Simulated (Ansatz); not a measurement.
Gas-phase electronic energies from Ansatz, PBE0-D4/def2-TZVP geometries. CCSD(T)/CBS is the MP2 limit (def2-TZVPP, def2-QZVPP) plus CCSD(T) − MP2 in def2-TZVPP, frozen cores. Functionals use def2-TZVPP. B3LYP here is the variant with VWN-RPA as its local correlation; programs differ in this. def2 core potentials past Kr. For In outer-core shells are correlated without core-valence functions, which leaves a few kJ/mol of doubt a bond. One conformer a species, not always the lowest.

Consider the redistribution: `CC[O][InH][CH3]` + `F[CH]([SiH3])[Al]([F])[Cl]` → `CC[O][In]([CH3])[Cl]` + `[F][AlH][CH](F)[SiH3]`.

`CC[O][InH][CH3]`:

Cartesian coordinates in Å:
```
C 0.728 1.323 -1.235
C 0.959 -0.174 -1.170
O -0.233 -0.900 -1.257
In -1.444 -1.194 0.308
C -0.671 -0.422 2.150
H 0.178 1.582 -2.142
H 1.675 1.871 -1.233
H 0.142 1.663 -0.374
H 1.602 -0.475 -2.009
H 1.524 -0.410 -0.253
H -2.845 -2.032 -0.193
H 0.409 -0.292 2.072
H -0.898 -1.090 2.981
H -1.125 0.549 2.355
```

`F[CH]([SiH3])[Al]([F])[Cl]`:

Z-matrix (Å, degrees):
```
C
Si 1 1.894
Al 1 1.962 2 114.3
F 1 1.406 2 109.5 3 -123.9
H 1 1.100 2 107.1 3 119.6
H 2 1.487 1 107.0 3 -60.5
H 2 1.484 1 110.7 3 179.1
H 2 1.486 1 109.8 3 58.0
F 3 1.642 1 117.7 2 65.1
Cl 3 2.074 1 123.1 2 -113.6
```

`CC[O][In]([CH3])[Cl]`:

Cartesian coordinates in Å:
```
C 1.426 1.913 -0.011
C 1.773 0.441 0.029
O 0.791 -0.353 -0.595
In -0.895 -0.866 0.290
C -2.518 -1.917 -0.584
Cl -0.853 -0.200 2.538
H 1.253 2.237 -1.040
H 2.236 2.516 0.410
H 0.524 2.114 0.575
H 1.939 0.134 1.071
H 2.713 0.267 -0.509
H -3.423 -1.319 -0.482
H -2.312 -2.107 -1.636
H -2.654 -2.860 -0.054
```

`[F][AlH][CH](F)[SiH3]`:

Cartesian coordinates in Å:
```
F 1.833 0.329 -2.008
Al 0.370 0.920 -1.524
C -0.666 -0.225 -0.302
F -1.920 0.395 -0.087
Si 0.157 -0.573 1.363
H -0.090 2.334 -2.035
H -0.856 -1.197 -0.780
H 1.396 -1.347 1.088
H 0.521 0.707 2.028
H -0.745 -1.344 2.257
```

| level | ΔE (kJ/mol) | difference from CCSD(T)/CBS |
| --- | --- | --- |
| PBE-D4 | 30.5 | 2.6 |
| r2SCAN-D4 | 33.6 | 5.7 |
| PBE0-D4 | 31.1 | 3.2 |
| B3LYP-D4 | 28.7 | 0.8 |
| ωB97X-V | 28.7 | 0.8 |
| ωB97M-V | 31.7 | 3.8 |
| B2PLYP | 27.9 | 0.0 |
| HF/def2-TZVPP | 21.9 | -6.0 |
| MP2/def2-TZVPP | 30.3 | 2.4 |
| SCS-MP2/def2-TZVPP | 28.0 | 0.1 |
| CCSD(T)/def2-TZVPP | 31.5 | 3.6 |
| HF/def2-QZVPP | 21.6 | -6.3 |
| MP2/def2-QZVPP | 28.1 | 0.2 |
| SCS-MP2/def2-QZVPP | 26.2 | -1.7 |
| MP2/CBS(def2) | 26.7 | -1.2 |
| CCSD/CBS(def2) | 28.0 | 0.1 |
| CCSD(T)/CBS | 27.9 | 0 |

Largest T1 diagnostic among the species: 0.015.

In def2-TZVPP, CCSD(T) changes the Hartree–Fock value by +9.7 kJ/mol (the triples alone add −0.1 kJ/mol) and MP2 by +8.4 kJ/mol.
